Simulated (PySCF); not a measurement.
## A survey of ²⁹Si NMR shifts

- shieldings: GIAO PBE0/pcSseg-1
- GFN2-xTB structure
- code: PySCF 2.14.0 with density-fitted response routines
- in vacuum, relativity neglected, one computed conformer, equivalent nuclei averaged

Shieldings were converted by a linear fit to measured shifts: ²⁹Si: δ = 279.94 − 0.822σ (rms 8.9 ppm, 72 shifts, 25.8 ppm with the 6 outliers that the fit left out vs TMS, solution or neat liquid). Occasional misses reach two or three times the rms, and more in compound classes unlike the fitted ones.

Question: Give the ²⁹Si shifts of `[SiH3]Cc1cncn1[SiH3]`, `O[Si@H]1OCc2cccn21`, `CC(C)([SiH2]N)[SiH2]C#N`, `[SiH3][C@H]1CC(Cl)=C[SiH2]1`.

Answer: 
```tsv
compound	environment	δ (ppm)
[SiH3:1][CH2:2][c:3]1[cH:4][n:5][cH:6][n:7]1[SiH3:8]	Si8: silicon bonded to N, 3 H	-55.4
[SiH3:1][CH2:2][c:3]1[cH:4][n:5][cH:6][n:7]1[SiH3:8]	Si1: silicon bonded to C, 3 H	-62.9
O[Si@H]1OCc2cccn21	silicon bonded to N, 2 O, H, in a 5-membered ring	-42.1
[CH3:1][C:2]([CH3:3])([SiH2:4][NH2:5])[SiH2:6][C:7]#[N:8]	Si4: silicon bonded to C, N, 2 H	-25.2
[CH3:1][C:2]([CH3:3])([SiH2:4][NH2:5])[SiH2:6][C:7]#[N:8]	Si6: silicon bonded to 2 C, 2 H	-55.7
[SiH3:1][C@H:2]1[CH2:3][C:4]([Cl:5])=[CH:6][SiH2:7]1	Si7: silicon bonded to 2 C, 2 H, in a 5-membered ring	-28.2
[SiH3:1][C@H:2]1[CH2:3][C:4]([Cl:5])=[CH:6][SiH2:7]1	Si1: silicon bonded to C, 3 H	-63.1
```

Question: Order these by ²⁹Si shift, lowest first.
A. [H]/N=C(/CC#C[SiH3])C(=O)O
B. C=CC(=O)[C@@H](C#N)O[SiH3]
C. [SiH3]P[SiH3]

Answer: A (-88.4 ppm, silicon bonded to C, 3 H), C (-72.4 ppm, silicon bonded to P, 3 H), B (-38.9 ppm, silicon bonded to O, 3 H).
